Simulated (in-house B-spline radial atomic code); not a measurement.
BLYP excitations of Ge²⁺

Method: BLYP. Computed with a B-spline radial code for spherical atoms: linear response of the closed shell [Ar] 3d10 4s2 with the functional's adiabatic kernel; non-relativistic, point nucleus, no spin-orbit coupling, no double excitations, S, P, D and F terms only; shells from n = 2 respond. Only terms of natural parity with L up to 3 were computed.

Without relativity these are model numbers for so heavy an element.

Command:
```bash
python run_td.py task.json out
```
Settings (radii: box in bohr, nucleus in fm):
```
Z                        32
electrons                30
configuration            [Ar] 3d10 4s2
hamiltonian              nr
method                   b88,lyp
box_radius               29.48
intervals                56
```

Run time, properties included: 1.3 s on 1 thread of Intel(R) Xeon(R) Platinum 8488C (Sapphire Rapids), with other jobs on the host.

The lowest states, in the order of their Tamm-Dancoff energies; the method's threshold (minus the highest occupied level) is 28.858 eV. Labels give the largest channel, * marks a mixed state, and oscillator strengths are full-response dipole values. Semilocal kernels can invert the small singlet-triplet splittings of Rydberg terms. Energies in eV:

| state | full response | Tamm-Dancoff | oscillator strength |
| --- | --- | --- | --- |
| 4s → 4p 3P | 7.713 | 7.821 | - |
| 4s → 4p 1P | 11.353 | 11.900 | 1.62 |
| 4s → 5s 3S | ? | ? | - |
| 4s → 4d 3D | 19.003 | 19.028 | - |
| 4s → 5s 1S | 19.455 | 19.482 | - |
| 4s → 4d 1D | 19.693 | 19.700 | - |
| 4s → 5p 3P | ? | ? | - |
| 4s → 5p 1P | 21.583 | 21.639 | 0.00209 |
| 4s → 6s 3S | 24.119 | 24.120 | - |
| 4s → 6s 1S | 24.290 | 24.297 | - |

(1) Where does 4s → 5p 3P lie?

(2) Where does 4s → 5s 3S lie?

(3) How large is the singlet-triplet splitting of 4s → 4p (P terms) in Tamm-Dancoff?

(4) What polarisabilities and dispersion coefficient does the method give?

Answers

(1) At 21.310 eV in full response, 21.316 eV in Tamm-Dancoff.

(2) At 18.887 eV in full response, 18.890 eV in Tamm-Dancoff.

(3) 4.08 eV, from the unrounded values.

(4) Dipole 10.48 bohr³, quadrupole 32.52 bohr⁵, C6 40.77 hartree·bohr⁶ for two such species.
